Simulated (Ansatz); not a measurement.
Method: frozen-core CCSD(T)/aug-cc-pVDZ // B3LYP-D3(BJ)/def2-TZVPD in Ansatz (an electronic-structure program).

Ansatz 0.2 input:
```yaml
crystal:
  periodic: [false, false, false]
  atoms:
    - { symbol: C, position_ang: [-0.933612, -1.471495, 0.102395] }
    - { symbol: Si, position_ang: [-0.069591, 0.056924, -0.676799] }
    - { symbol: C, position_ang: [1.742393, -0.090895, -0.056657] }
    - { symbol: C, position_ang: [-0.769299, 1.530065, 0.338066] }
    - { symbol: O, position_ang: [-0.22947, 0.187744, -2.231267] }
    - { symbol: H, position_ang: [-0.79799, -1.527062, 1.189156] }
    - { symbol: H, position_ang: [-0.538679, -2.393739, -0.336136] }
    - { symbol: H, position_ang: [-2.008522, -1.444516, -0.104151] }
    - { symbol: H, position_ang: [2.223992, -0.967879, -0.501376] }
    - { symbol: H, position_ang: [2.319104, 0.788921, -0.360228] }
    - { symbol: H, position_ang: [1.811263, -0.182213, 1.033963] }
    - { symbol: H, position_ang: [-1.839004, 1.652315, 0.139045] }
    - { symbol: H, position_ang: [-0.272923, 2.460928, 0.044942] }
    - { symbol: H, position_ang: [-0.637664, 1.400902, 1.419048] }
basis:
  gaussian: { orbitals: aug-cc-pVDZ }
correlation:
  method: ccsd_t
total_charge: -1
```

Output:

```
Functional definition: HF
1966 factors; integrals over basis functions are off by at most 1.2e-3 eV
mean field evaluation 1: about -13130.4106 eV, gradient 4.4e1 eV
mean field evaluation 2: about -13130.4635 eV, gradient 4.5e1 eV
mean field evaluation 4: about -13135.3056 eV, gradient 6.4e0 eV
mean field evaluation 8: about -13135.4232 eV, gradient 3.2e-1 eV
mean field evaluation 16: about -13133.6803 eV, gradient 2.9e1 eV
mean field -13135.42375958 eV, -482.7179196547 hartree, gradient 3.8e-6 eV, S^2 0.000000; 0 other end points of the search recorded, 0 dependent functions left out
9 core orbitals not correlated
reference -13135.42375958 eV, -482.7179196547 hartree; 16, 16 occupied and 175, 175 virtual orbitals, 1966 factors
second order -21.45255938 eV of doubles, -0.00000000 eV of singles
cycle   1  -22.20501132 eV  change   -7.5e-1 eV  update   1.3e-1
cycle   2  -22.74460880 eV  change   -5.4e-1 eV  update   4.3e-2
cycle   3  -22.93179304 eV  change   -1.9e-1 eV  update   2.5e-2
cycle   4  -22.94287550 eV  change   -1.1e-2 eV  update   7.0e-3
cycle   5  -22.93851963 eV  change    4.4e-3 eV  update   4.4e-3
cycle   6  -22.93795440 eV  change    5.7e-4 eV  update   1.8e-3
cycle   7  -22.93808410 eV  change   -1.3e-4 eV  update   9.6e-4
cycle   8  -22.93796254 eV  change    1.2e-4 eV  update   4.7e-4
cycle   9  -22.93786881 eV  change    9.4e-5 eV  update   1.7e-4
cycle  10  -22.93793371 eV  change   -6.5e-5 eV  update   7.4e-5
cycle  11  -22.93791538 eV  change    1.8e-5 eV  update   3.0e-5
cycle  12  -22.93789127 eV  change    2.4e-5 eV  update   1.2e-5
perturbative correction -0.79497167 eV, -0.0292146699 hartree
Total energy: -13159.15662252 eV, -483.5900862808 hartree
```

Cost: roughly 80 core-seconds.
